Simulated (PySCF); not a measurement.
Compound: C8H11PSi.
SMILES with atom numbers: `[SiH3:1][c:2]1[cH:3][cH:4][p:5][c:6]([CH:7]2[CH2:8][CH2:9]2)[cH:10]1`

NICS is the negative of the GIAO shielding at a point without a nucleus: at the ring centre (0) and 1 Å above and below it (1); zz is the component along the ring normal. Level: GIAO PBE0/pcSseg-1 (PySCF, non-relativistic, gas phase) on the GFN2-xTB geometry, one conformer.

Ring bond lengths (Å), with Mayer bond orders in brackets: C2–C3 1.392 (1.43), C3–C4 1.377 (1.46), C4–P5 1.730 (1.34), P5–C6 1.753 (1.25), C6–C10 1.383 (1.43), C10–C2 1.393 (1.43); C7–C8 1.506 (0.93), C8–C9 1.490 (0.97), C9–C7 1.506 (0.93).

Q: What do the NICS probes read (ppm)?

A: 
```
              ring                                               type  NICS(0)  NICS(1), two faces  NICS(1)zz, two faces  rms pucker (Å)  centre to ring atoms, mean (Å)
C2–C3–C4–P5–C6–C10  6-membered ring with P; formal bonds all aromatic     -6.5       -10.1 / -10.1         -24.4 / -24.3            0.00                            1.50
          C7–C8–C9     3-membered carbocycle; formal bonds all single    -42.0         -7.8 / -6.8         -23.7 / -24.6            0.00                            0.87
```

Q: What can be read from them?

A: 
- C2–C3–C4–P5–C6–C10: mean NICS(1)zz -24.4 ppm, shielded.
- C7–C8–C9: mean NICS(1)zz -24.2 ppm, shielded. C7, C8, C9 have four or more neighbours, so the value isn't read as a sign of a π ring current. NICS(0) lies 35 ppm below the mean NICS(1).

Q: And the bond-length index? HOMA = 1 − mean of α(R − Ropt)² over the ring bonds, with Krygowski's 1993 parameters (CC: Ropt 1.388 Å, α 257.7 Å⁻²; CP: Ropt 1.698 Å, α 118.91 Å⁻²).

A: 
- C2–C3–C4–P5–C6–C10: HOMA 0.91; the largest term is that of P5–C6, α(R − Ropt)² = 0.36.

Q: List the ring angles and the Hirshfeld charges of the ring atoms.

A: 
- C2–C3–C4–P5–C6–C10: C2 120.3° (-0.087 e), C3 124.2° (-0.049 e), C4 125.9° (-0.106 e), P5 100.2° (+0.102 e), C6 123.2° (-0.040 e), C10 126.2° (-0.048 e); sum 720.0° against 720° for a flat convex ring.
- C7–C8–C9: C7 59.3° (-0.046 e), C8 60.4° (-0.088 e), C9 60.4° (-0.088 e); sum 180.0° against 180° for a flat convex ring.

Shape of the structure used: `[SiH3:1][c:2]1[cH:3][cH:4][p:5][c:6]([CH:7]2[CH2:8][CH2:9]2)[cH:10]1`: P5–C6–C7–C8 34°.
